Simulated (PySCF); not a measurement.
BH₄, SMILES [BH4-], charge -1. The structure is a stationary point at ωB97X-D3(BJ)/def2-TZVPD.

Level of theory: PySCF 2.14.0 with ωB97X-D3(BJ)/def2-TZVPD.

Harmonic wavenumbers (cm⁻¹): 1093, 1093, 1093, 1204, 1204, 2253, 2253, 2253, 2272. Rotational constants (GHz): 121.9, 121.9, 121.9; symmetry number 12.

Q: Work out the zero-point energy and the ideal-gas rigid-rotor harmonic-oscillator thermochemistry at 298.15 K and 1 atm.

A: ZPE = ½ Σ hcν = ½ × 14718 cm⁻¹ = 88.03 kJ/mol. H − E(el) = 98.24 kJ/mol. Entropy in J/(mol K): translation 142.39, rotation 45.60, vibration 1.15, total 189.14. G − E(el) = 41.85 kJ/mol. Cp = 38.62 J/(mol K).
